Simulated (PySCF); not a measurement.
C6H11O, SMILES [CH2]C(=O)CC(C)C, doublet (GFN2-xTB optimised geometry):

```
18

C      1.298     1.704    -0.642
C      0.842     0.405    -0.938
O      1.608    -0.557    -1.054
C     -0.652     0.229    -1.160
C     -1.273    -0.577     0.000
C     -0.755    -2.009     0.000
C     -1.008     0.100     1.344
H      2.357     1.898    -0.622
H      0.628     2.543    -0.599
H     -0.800    -0.326    -2.088
H     -1.144     1.198    -1.242
H     -2.357    -0.593    -0.172
H     -1.100    -2.543     0.882
H     -1.092    -2.541    -0.887
H      0.335    -2.009     0.000
H      0.052     0.068     1.584
H     -1.329     1.139     1.325
H     -1.553    -0.411     2.135
```

Computed with unrestricted PBE0/def2-SVP in PySCF.

Question: What are the frontier orbital energies (α orbitals alone; a β orbital can be the lowest empty one) and the dipole moment?

Answer: HOMO-2 -9.27 eV, HOMO-1 -7.65 eV, HOMO -7.24 eV, LUMO 0.45 eV, LUMO+1 1.73 eV; dipole moment 2.68 D.

On the same geometry unrestricted PBE/def2-SVP (PySCF) gives HOMO-2 -7.83 eV, HOMO-1 -6.17 eV, HOMO -5.52 eV, LUMO -0.60 eV, LUMO+1 0.86 eV; dipole moment 2.49 D.

Meta-Löwdin charges at PBE0/def2-SVP: C1 -0.18, C2 0.31, O3 -0.39, C4 -0.22, C5 -0.03, C6 -0.31, C7 -0.30, H8 0.13, H9 0.12, H10 0.11, H11 0.09, H12 0.09, H13 0.09, H14 0.10, H15 0.11, H16 0.10, H17 0.09, H18 0.10.
